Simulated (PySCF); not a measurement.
# [Eu(H2O)3]3+: from a saddle point downhill

PySCF 2.14.0, RKS PBE, Eu lcecp-1-SVP with ECP52, O def2-SVP, H def2-SVP; non-relativistic Hamiltonian with scalar-relativistic core potentials where named; density fitting; no spin-orbit coupling. Relaxed within the symmetry of its start, the geometry (D3h) is

```xyz
10

Eu    0.0000    0.0000    0.0000
O     2.3109    0.0000    0.0000
H     2.9360    0.0000    0.7784
H     2.9360    0.0000   -0.7784
O    -1.1554    2.0013    0.0000
H    -1.4680    2.5426    0.7784
H    -1.4680    2.5426   -0.7784
O    -1.1555   -2.0013    0.0000
H    -1.4680   -2.5426    0.7784
H    -1.4680   -2.5426   -0.7784
```

and its lowest harmonic modes are -219, -206, -206, -58, 51, 51 cm⁻¹ (negative: unstable). It was moved along the lowest mode and relaxed again, within the group D3 that the move left.

(1) Where does it end, and how much lower?

(2) How do the contacts change?

(3) Is the end a minimum?

An lcecp potential fixes the number of 4f electrons, so in runs with it no electron can move into or out of that shell.

State: singlet in the valence, with the 4f electrons in the core potential.

Answers

(1) In D3, 0.175 eV lower, after 24 steps:
```xyz
10

Eu    0.0000    0.0000    0.0000
O     2.2959    0.0000    0.0000
H     2.9201   -0.7695    0.1252
H     2.9201    0.7694   -0.1252
O    -1.1479    1.9883    0.0000
H    -0.7937    2.9136    0.1252
H    -2.1264    2.1441   -0.1252
O    -1.1480   -1.9883    0.0000
H    -2.1264   -2.1441    0.1252
H    -0.7937   -2.9136   -0.1252
```

(2) 
```
     contact  saddle (Å)  end (Å)
Eu1–O2 (H2O)       2.311    2.296
Eu1–O5 (H2O)       2.311    2.296
Eu1–O8 (H2O)       2.311    2.296
```


(3) Yes, as far as the noise of the softest modes lets one tell (those above −25 cm⁻¹ count as noise); lowest modes -16, 78, 78, 81, 108, 108 cm⁻¹.
